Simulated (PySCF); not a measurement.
# Titanium: highly charged ions in a basis for the neutral atom

Ti⁹⁺ [Ne] 3s2 3p1, Ti¹⁰⁺ [Ne] 3s2. All numbers are calculated (PySCF 2.14, the spin-free X2C one-electron Hamiltonian (Gaussian nucleus), in x2c-TZVPall (6s5p4d1f, 48 functions)). No spin-orbit coupling, so a gap to NIST mixes the basis error with missing relativistic terms.

Changed run: basis of the neutral atom used for a highly charged ion. This setting is unsound on purpose.

| species | method | sound run (hartree) | changed run (hartree) | converged |
| --- | --- | --- | --- | --- |
| Ti⁹⁺ | UHF | not run | -823.21345 | yes |
| Ti⁹⁺ | MN15 | not run | -824.02465 | yes |
| Ti⁹⁺ | TPSS | not run | -823.80062 | yes |
| Ti¹⁰⁺ | UHF | not run | -815.31427 | yes |
| Ti¹⁰⁺ | MN15 | not run | -816.04593 | yes |
| Ti¹⁰⁺ | TPSS | not run | -815.85434 | yes |

Ionisation energy of Ti⁹⁺:

| method | changed run (eV) | NIST (eV) |
| --- | --- | --- |
| UHF | 214.95 | 215.92 ± 0.12 |
| MN15 | 217.11 | 215.92 ± 0.12 |
| TPSS | 216.23 | 215.92 ± 0.12 |

The contracted functions were made for the neutral atom and can be too rigid for a highly charged ion.
